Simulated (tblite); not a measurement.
A tight-binding relaxation on `O=[C]1[GeH2][O][SiH2]O[C@@H]1C=C`.

Computed with GFN2-xTB geometry optimisation, gas phase (tblite 0.8.0). Start geometry: from a force field or distance geometry. The command runs a driver script over a list of jobs; the input below is this job's line of settings and its coordinates in Å.

Command:
```bash
OMP_NUM_THREADS=1 python probes_run.py task.json out
```

Input:
```
{"job": {"kind": "relax", "xc": "GFN2-xTB", "basis": "xTB"}, "charge": 0, "multiplicity": 1}
C     -2.570100    -0.469800    -0.778400
C     -1.842200    -0.997400     0.189100
C     -0.372600    -0.654300     0.385700
O      0.299700    -0.935300    -0.829900
Si     2.013300    -0.780300    -0.595400
O      2.436800     0.873800    -0.801400
Ge     1.319900     1.818800     0.238300
C     -0.225000     0.808000     0.794600
O     -1.035500     1.322300     1.542800
H     -3.626700    -0.745700    -0.876900
H     -2.155100     0.246700    -1.475900
H     -2.300300    -1.718400     0.879000
H     -0.008700    -1.288900     1.223300
H      2.712900    -1.579900    -1.624300
H      2.423400    -1.240800     0.731900
H      2.077900     2.281900     1.521400
H      0.845400     3.071500    -0.533800
```

Output:
```
step      E/eV     max force
  0    -776.37070    2.945
  1    -776.64246    1.886
  2    -776.74483    1.726
  3    -776.80201    0.510
  4    -776.82029    0.432
  5    -776.85121    0.554
  6    -776.86750    0.626
  7    -776.89660    0.491
  8    -776.91646    0.443
  9    -776.93452    0.318
... (144 lines left out)
154    -777.30912    0.020
155    -777.30916    0.016
156    -777.30921    0.016
157    -777.30924    0.012
158    -777.30927    0.013
159    -777.30929    0.012
160    -777.30932    0.012
161    -777.30934    0.011
162    -777.30935    0.010
163    -777.30936    0.007
```

«max force» is the largest atomic force in eV/Å.

Problem. From which step on does the largest force stay under 0.1 eV/Å, and how much energy is left to gain from there?

Solution. From step 137 (0.061 eV/Å), 6.1 meV above the end.

In short: energy lowered by 21.6 kcal/mol over 163 steps; largest atomic force 0.007 eV/Å at the end.

Problem. Where do the atoms end?

Solution. 0.791 Å rms from the input after alignment:
```
atom  x, y, z in Å
C1    -2.0528   -0.2128   -1.0312
C2    -1.8075   -0.6573    0.1889
C3    -0.4062   -0.8917    0.6999
O4     0.4588   -1.2565   -0.3262
Si5    1.9984   -0.8081   -0.5922
O6     2.1686    0.8036   -0.3804
Ge7    0.8113    1.7994    0.1579
C8    -0.1209    0.4612    1.3356
O9    -0.4049    0.7094    2.4770
H10   -3.0558   -0.0353   -1.3787
H11   -1.2522   -0.0654   -1.7400
H12   -2.5910   -0.8209    0.9140
H13   -0.4079   -1.6688    1.4773
H14    2.1181   -1.1405   -1.9985
H15    2.9345   -1.4041    0.3531
H16    1.4639    2.9089    0.9406
H17    0.1388    2.2910   -1.1071
```

Problem. How long does this job take on one thread of an Arm Neoverse N1, shared host with 64 logical CPUs at a one-minute load of 56?

Solution. About 2.5 s.
Labels such as C1 count atoms from 1, the log's own numbers from 0.
